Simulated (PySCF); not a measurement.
Delta-SCF ions had no search for a lower state. Excitations are Tamm–Dancoff values on a coarser integration grid. The basis has no diffuse functions, so Rydberg states are missing or too high.

## C4H3N, SMILES `CC#CC#N` (charge 0, multiplicity 1)

All values below come from PBE-D3(BJ)/def2-TZVP // B3LYP-D3(BJ)/def2-TZVP (PySCF).

The HOMO is -7.19 eV and the dipole moment comes out as 5.30 D. The LUMO is -2.06 eV and the HOMO–LUMO gap comes out as 5.13 eV. The S1 excitation (TDA) is 5.13 eV. The S1 oscillator strength is 0.000, the T1 excitation (TDA) comes out as 4.21 eV and the S1–T1 gap (TDA) is 0.92 eV. The vertical ionisation energy (Delta-SCF) is 10.42 eV. The total energy is -5679.66 eV. The cost is very roughly 90 core-seconds.

Bonds (Å): C1–C2 1.447, C1–H6 1.092, C1–H7 1.092, C1–H8 1.092, C2–C3 1.205, C3–C4 1.366, C4–N5 1.156. Angles (°): C2–C1–H6 110.7, C2–C1–H7 110.7, C2–C1–H8 110.7, H6–C1–H7 108.3, H6–C1–H8 108.3, H7–C1–H8 108.3, C1–C2–C3 180.0, C2–C3–C4 180.0, C3–C4–N5 180.0.
Charge 0, spin multiplicity 1.
